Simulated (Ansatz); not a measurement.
```yaml
crystal:
  periodic: [false, false, false]
  atoms:
    - {symbol: F, position_ang: [0.926304, -0.876056, 1.539790]}
    - {symbol: C, position_ang: [0.874446, -0.623256, 0.231968]}
    - {symbol: F, position_ang: [0.816363, -1.787416, -0.414888]}
    - {symbol: F, position_ang: [2.004321, -0.008586, -0.118160]}
    - {symbol: Ge, position_ang: [-0.724738, 0.518526, -0.210741]}
    - {symbol: Cl, position_ang: [-0.571543, 2.349118, 0.842645]}
    - {symbol: Cl, position_ang: [-0.750627, 0.880338, -2.297036]}
    - {symbol: Cl, position_ang: [-2.482228, -0.509768, 0.370624]}
basis:
  gaussian: {orbitals: def2-SVPD}
hamiltonian: {xc: {name: PBEsol}, dispersion: d4}
scf: {lower_state_search: light}
outputs: {forces: true}
```

```sh
$ ansatz run in.yaml --threads 2 --pin off --events-out ev --progress --plain --max-ram 32768MiB --backend cpu
```

It prints (some lines left out):

```
Error: YAML parse error: error: line 16 column 1: unknown field `outputs`, expected one of crystal, accuracy, basis, kpoints, hamiltonian, magnetization, projection, total_charge, correlation, batch, efield, external_charges, scf, relax, neb, saddle, md, ramp, phonons, dielectric, real_time, elastic, magnetic_configurations, gw, evaluate, workflow, output, checkpoint, execution
14 | hamiltonian: {xc: {name: PBEsol}, dispersion: d4}
15 | scf: {lower_state_search: light}
16 | outputs: {forces: true}
```

(1) Something in this input is off. What?

Results:

(1) The input holds a key that doesn't belong there. The program refused the input.
